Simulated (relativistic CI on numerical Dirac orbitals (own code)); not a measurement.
## One change at a time: Ti6+

Base calculation: Dirac-Coulomb-Breit CI, separate exchange-only KLI orbitals for each configuration, model QED, unscaled Slater integrals.

Configurations in the expansion (outside the closed core [Ne]): 3s2.3p4, 3s.3p5, 3s2.3p3.3d, 3p6, 3s.3p4.3d, 3s2.3p3.4s, 3p5.3d, 3s.3p3.3d2, 3s2.3p3.4p, 3s2.3p3.4d, 3s2.3p3.4f, 3s.3p4.4s, 3s2.3p3.5s, 3s2.3p3.5p, 3s2.3p2.3d2, 3s2.3p.3d3, 3s.3p2.3d3, 3s2.3p.3d2.4s, 3s2.3p.3d2.4p, 3s2.3p.3d2.4d. Double excitations out of closed p, d and f shells are left out; levels of such configurations are missing from the list, as are those of other unlisted configurations, and high levels can miss mixing partners. These lack a partner that the ground configuration has and come out too high: 3s2.3p3.4f, 3s.3p4.4s, 3s2.3p3.5s, 3s2.3p3.5p.

Variants: (1) valence Slater integrals scaled by 0.9; (2) Breit term removed; (3) only the first 3 configurations. Shifts of the energy above 3s2.3p4 3P_2, in cm⁻¹, for the lowest level and the first level of each name with at least 55 % of one term (blank where a level changes its place among those of its configuration and J or its character, or is not in the variant):

```csv
Level,Base,Δ(1),Δ(2),Δ(3),Measured
3s2.3p4 3P_2,0.0,0.0,0.0,0.0,0.0
3s2.3p4 3P_1,4461.9,+44.5,+130.7,+75.1,4534.0
3s2.3p4 3P_0,5835.0,-16.4,+154.0,+187.2,5888.0
3s2.3p4 1D_2,26318.7,-2150.8,+115.6,+1324.3,24130.0
3s2.3p4 1S_0,56246.0,-4007.3,+118.7,+9080.1,
3s.3p5 3P°_2,193196.1,+5981.2,+77.6,-5797.7,196266.0
3s.3p5 3P°_1,196970.9,+5989.6,+188.6,-5758.7,200059.0
3s.3p5 3P°_0,199079.7,+6011.4,+233.6,-5735.4,202202.0
3s2.3p3.3d 5D°_0,268954.4,+4353.0,+327.0,-9474.9,
3s2.3p3.3d 5D°_1,268997.7,+4352.6,+343.9,-9472.7,
3s2.3p3.3d 5D°_2,269074.3,+4348.5,+374.6,-9466.0,
3s2.3p3.3d 5D°_3,269189.9,+4340.2,+415.8,-9454.6,
3s2.3p3.3d 5D°_4,269396.3,+4334.7,+463.7,-9445.4,
3s2.3p3.3d 3D°_2,290982.8,+2264.5,+378.5,-5987.0,
```

At this charge configurations can still be misplaced by up to about 7 % of their energy. 18 of the 23 excited levels that our extract of the measured tables holds in this range could be paired (the sources list more); they are missed by 12103 cm⁻¹ on average and 20942 at most, and levels without a partner can miss by more. Some levels of the ground configuration have no partner and can miss by 10 % or more.

Measured levels: Corliss and Sugar, J. Phys. Chem. Ref. Data 8, 1 (1979).

Ionisation energy from the two ground configurations alone: base 139.013 eV; valence Slater integrals scaled by 0.9 139.335 eV; Breit term removed 139.06 eV. The NIST ASD value (semi-empirical) is 140.68 eV.

LS names give the leading component of a level, which can be under half, so a name can repeat, a term be missing and a line seem to break the LS rules.
